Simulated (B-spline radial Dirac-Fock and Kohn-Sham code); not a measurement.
Method: relaxed Dirac-Fock hole states (ΔSCF) with Breit and QED corrections and a finite nucleus. Computed with an atomic code on a B-spline grid. The model has no electron correlation.

Q: An atom or ion in its tabulated ground configuration has these computed binding energies (the last is its least bound level). Which is it?

```tsv
level	binding energy (eV)
L1	2217.5
L2	2019.8
L3	1966.8
M1	551.0
M2	478.8
M3	469.9
M4,5	352.1
```

A: Kr¹¹⁺: Z = 36 with 25 electrons, [Ar] 3d7.
